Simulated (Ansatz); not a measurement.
`NC[NH][GaH][Cl]`, relaxed with RKS PBE0-D4/def2-TZVP in Ansatz from a PBE-D4/def2-SVP geometry. The force threshold is 0.005 eV/Å; the program also tests the step.

The species carries charge 0 and has multiplicity 1.

Start:

```xyz
11

N    -0.129   -1.954   -0.245
C    -0.805   -0.676   -0.124
N    -0.028    0.527   -0.418
Ga    0.602    1.756    0.773
Cl    1.785    3.329   -0.142
H     0.186   -2.102   -1.213
H     0.721   -1.954    0.334
H    -1.186   -0.584    0.916
H    -1.702   -0.711   -0.783
H     0.210    0.646   -1.408
H     0.345    1.724    2.310
```

```tsv
step	energy (eV)	largest force (eV/Å)	largest move (Å)
1	-69003.7474	0.577	0.000
2	-69003.7843	0.224	0.029
3	-69003.7884	0.045	0.014
4	-69003.7885	0.117	0.036
5	-69003.7891	0.023	0.006
6	-69003.7893	0.007	0.017
7	-69003.7893	0.009	0.023
8 (rejected)	-69003.7893	0.010	0.010
9	-69003.7894	0.003	0.004
```

End:

```xyz
11

N    -0.137   -1.947   -0.264
C    -0.782   -0.666   -0.109
N     0.019    0.506   -0.399
Ga    0.578    1.766    0.768
Cl    1.753    3.324   -0.133
H     0.106   -2.119   -1.232
H     0.723   -1.980    0.272
H    -1.130   -0.586    0.925
H    -1.677   -0.677   -0.740
H     0.266    0.606   -1.373
H     0.282    1.773    2.286
```

Hardware: 4 threads of an Arm Neoverse V2 on a shared host. Wall time 35 s, peak host memory 0.66 GiB.
